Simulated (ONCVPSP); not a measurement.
# Reading a pseudo-wave (tellurium (Te))

Columns: radius, all-electron u(r) and pseudo u(r) of the 4p shell (level -114.41 eV) of tellurium in the configuration [Ar] 3d10 4s2 4p6 4d10 5s2 5p4; PBE, scalar-relativistic, ONCV scheme, ONCVPSP 4.0.1.

| r (bohr) | all-electron | pseudo |
| --- | --- | --- |
| 0.075 | 0.4309 | 0.0345 |
| 0.150 | -0.2809 | 0.1332 |
| 0.225 | -0.7025 | 0.2840 |
| 0.300 | -0.5328 | 0.4687 |
| 0.375 | -0.0625 | 0.6653 |
| 0.450 | 0.4427 | 0.8521 |
| 0.525 | 0.8472 | 1.0099 |
| 0.600 | 1.1123 | 1.1255 |
| 0.675 | 1.2449 | 1.1911 |
| 0.750 | 1.2743 | 1.2063 |
| 0.825 | 1.2316 | 1.1757 |
| 0.900 | 1.1446 | 1.1081 |
| 0.975 | 1.0340 | 1.0143 |
| 1.050 | 0.9146 | 0.9059 |
| 1.125 | 0.7962 | 0.7930 |
| 1.200 | 0.6846 | 0.6837 |
| 1.275 | 0.5828 | 0.5826 |
| 1.350 | 0.4923 | 0.4921 |
| 1.425 | 0.4132 | 0.4131 |
| 1.500 | 0.3449 | 0.3448 |
| 1.575 | 0.2867 | 0.2866 |
| 1.650 | 0.2375 | 0.2374 |
| 1.725 | 0.1961 | 0.1960 |
| 1.800 | 0.1615 | 0.1615 |
| 1.875 | 0.1327 | 0.1327 |
| 1.950 | 0.1088 | 0.1088 |

Task: How many radial nodes do the two functions have?

Result: The all-electron 4p function has n − l − 1 = 2; the pseudo-wave has 0, since the states of the same l below it are removed with the core.

Task: At about which radius was the pseudo-wave matched?

Result: 1.40 bohr. The columns agree to 0.0005 from 1.27 bohr on; several derivatives are matched, so the curves merge somewhat inside the radius.

Task: Is the pseudo-wave norm-conserving?

Result: Yes: the ONCV scheme keeps the norm inside the radius equal to the all-electron one, which fixes the energy derivative of the logarithmic derivative at the level.
